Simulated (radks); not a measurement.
Q: Radial electron density D(r) = 4 pi r^2 rho(r) of an atom or ion with 20 electrons. Method: scalar-relativistic Kohn-Sham, exchange-only LDA, spin-polarised, spherical densities, point nucleus; computed with a radial shooting solver on a logarithmic mesh with Libxc functionals.

| r (bohr) | D(r) (e/bohr) | spin D(r) |
|---|---|---|
| 0.004009 | 6.698 | -0.000268 |
| 0.005016 | 9.543 | -0.000381 |
| 0.006275 | 13.34 | -0.000532 |
| 0.007788 | 18.01 | -0.000715 |
| 0.009744 | 23.89 | -0.000943 |
| 0.01219 | 30.55 | -0.00120 |
| 0.01525 | 37.36 | -0.00145 |
| 0.01908 | 43.25 | -0.00163 |
| 0.02387 | 46.96 | -0.00161 |
| 0.02963 | 47.53 | -0.00109 |
| 0.03706 | 45.14 | 0.00101 |
| 0.04637 | 41.61 | 0.00790 |
| 0.05801 | 40.30 | 0.0289 |
| 0.07258 | 43.94 | 0.0875 |
| 0.09007 | 51.18 | 0.228 |
| 0.1127 | 56.77 | 0.551 |
| 0.141 | 53.47 | 1.18 |
| 0.1764 | 40.73 | 2.23 |
| 0.2207 | 27.57 | 3.60 |
| 0.2739 | 23.73 | 4.82 |
| 0.3426 | 27.18 | 5.28 |
| 0.4286 | 26.95 | 4.44 |
| 0.5363 | 18.13 | 2.71 |
| 0.6709 | 7.535 | 1.12 |
| 0.8327 | 1.897 | 0.303 |
| 1.042 | 0.2353 | 0.0440 |
| 1.303 | 0.01305 | 0.00307 |

What is the nuclear charge?

A: Z = 38. The innermost maximum, from 1s, lies near gamma/Z bohr with gamma = sqrt(1 - (Z/c)^2) = 0.961, here 0.0253 bohr (found: 0.0276), and its height grows with Z. The density is that of the strontium ion Sr18+ in [Ar] 3d2; the configuration itself is not fixed sharply by these data, and Z only to a few units. D(r) has 3 maxima, at r = 0.0276, 0.118, 0.383 bohr, and minima at 0.0557, 0.267 bohr, inside which lie 2.04, 10.71 electrons.
